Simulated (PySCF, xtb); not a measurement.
Zr(Cl)2(OH)(NH2) (Cl2H3NOZr), SMILES [OH][Zr]([Cl])([NH2])[Cl], multiplicity 1. One conformer was computed; it need not be the lowest.

Harmonic wavenumbers (cm⁻¹) from GFN2-xTB (xtb) at its own minimum, in rising order: 43, 51, 89, 98, 104, 122, 191, 229, 342, 351, 376, 467, 547, 594, 1486, 3257, 3289, 3606.

### Question
What does PBE-D3(BJ)/def2-SVP (PySCF 2.14.0) give at its own minimum? (The exact figures need the calculation; the answer reports its results.)

### Answer
96, 100, 117, 136, 162, 251, 267, 334, 366, 396, 463, 466, 652, 733, 1443, 3446, 3541, 3848. Paired by order, the mean absolute difference is 92 cm⁻¹ and the zero-point energies are 21.8 and 24.0 kcal/mol.
